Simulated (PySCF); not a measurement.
SZn, SMILES [S]=[Zn].

Geometry: PBE0-D3(BJ)/def2-TZVP.

Computed with IEF-PCM-B3LYP/def2-TZVPD (PySCF).

The values are the electrostatic part of the solvation free energy, E(continuum) − E(gas) at the gas-phase geometry, in a cavity of scaled van der Waals radii (PySCF's table); cavitation and dispersion terms are not included. A continuum can't describe solvent molecules that bind to the metal. In vacuum the orbital gap is 1.89 eV. The dipole moment in vacuum is 5.28 D.

```
solvent            ε  ΔG(elec) (kcal/mol)  dipole (D)  gap (eV)
-------------  -----  -------------------  ----------  --------
water          78.36                -36.5       11.29      3.56
chlorobenzene   5.70                -25.6        9.60      3.02
acetonitrile   35.69                -35.3       11.11      3.50
```
